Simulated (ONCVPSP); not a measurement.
# Au, ONCV: configuration errors across variants

```json
{
  "Element": "gold",
  "Generator": "ONCVPSP 4.0.1",
  "Type": "optimised norm-conserving Vanderbilt (ONCV)",
  "Functional": "PBEsol",
  "Relativity": "scalar-relativistic",
  "Frozen core": "[Xe] 4f14",
  "Valence charge": "11",
  "Reference configuration": "5d10 6s1",
  "Partial waves": "6s: rc 2.40 bohr, ncon 4, nbas 8, qcut 2.6 1/bohr, 2 projectors, debl 3.6 Ha; p scattering state at 0.03 Ha: rc 2.20 bohr, ncon 4, nbas 9, qcut 3.7 1/bohr, 2 projectors, debl 2.4 Ha; 5d: rc 2.10 bohr, ncon 3, nbas 8, qcut 7.8 1/bohr, 2 projectors, debl 0.7 Ha; f scattering state at 0.1 Ha: rc 2.10 bohr, ncon 4, nbas 9, qcut 5 1/bohr, local",
  "Local potential": "the f channel",
  "Core correction": "none"
}
```

All-electron excitation energies from the reference (eV): (1) 5d10 6s0 9.440; (2) 5d9 6s0 30.678; (3) 5d8 6s0 64.585; (4) 5d9 6s1 6p1 7.559.

2 further variants failed, have other tests or too few solved ones, and are left out.

A true bound ghost makes a file unfit for plane-wave use even where its test errors are small: the radial tests pick states by their node count and pass the ghost by.

Errors AE − PS in meV (a dash: test not solved or not reliable):

```json
{"change": "base", "(1)": "-5.2", "(2)": "-7.3", "(3)": "-64", "(4)": "-28", "bound ghosts": "s, p", "GHOST(+) flags above zero": "p"}
{"change": "s: qcut 1.7", "(1)": "+1.0", "(2)": "-21", "(3)": "-109", "(4)": "-23", "bound ghosts": "s, p", "GHOST(+) flags above zero": "p"}
{"change": "s: qcut 2", "(1)": "-0.5", "(2)": "-17", "(3)": "-97", "(4)": "-24", "bound ghosts": "s, p", "GHOST(+) flags above zero": "p"}
{"change": "s: qcut 2.3", "(1)": "-2.7", "(2)": "-13", "(3)": "-81", "(4)": "-26", "bound ghosts": "s, p", "GHOST(+) flags above zero": "p"}
{"change": "s: qcut 2.9", "(1)": "-7.2", "(2)": "-3.2", "(3)": "-51", "(4)": "-29", "bound ghosts": "s, p", "GHOST(+) flags above zero": "p"}
```

Task: Give the same row for: s: qcut 3.1.

Result: -8.3, -1.0, -44, -29; bound ghosts: s, p; GHOST(+) flags above zero: p.
